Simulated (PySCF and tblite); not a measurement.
Values are calculated unless marked as measured or tabulated.
FGeH₉Si₄, numbered as in [F:1][Si@H:2]1[SiH2:3][GeH2:4][Si@@H:5]1[SiH3:6].

Geometries GFN2-xTB; weights from PBE0-D3(BJ)/def2-SVP (IEF-PCM, methanol) energies and GFN2-xTB thermal corrections, with symmetry numbers and mirror pairs. Conformers within 2.5 kcal/mol (GFN2-xTB free energy) were kept, 6 at most. GIAO shieldings: KT2/pcSseg-1 (IEF-PCM, methanol). Shifts are against TMS (¹H), TMS (²⁹Si) at the same level; of two unlike H on one atom, a is the less shielded. (PySCF 2.14, tblite 0.8.)

(1) What shifts does this protocol give at 298.15 K under fast conformational exchange?

Spin–orbit effects of the heavy atoms on shieldings are missing. GFN2-xTB leaves a saturated small ring flat here that puckers in reality. Unscaled ²⁹Si shifts at such levels can be off by tens of ppm; differences between conformers or isomers are more reliable. Shifts are unscaled: against experiment ¹³C can be off by 15 ppm or more and ¹H by 0.8 ppm.

## Answers

(1) ¹H: 7.04 (H2, 1H), 4.79 (H5, 1H), 4.73 (H3a, 1H), 4.56 (H3b, 1H), 4.17 (H4a, 1H), 3.90 (H4b, 1H), 3.64 (H6, 3H) ppm. ²⁹Si: 68.4 (Si2), -70.5 (Si3), -78.4 (Si5), -116.5 (Si6) ppm.
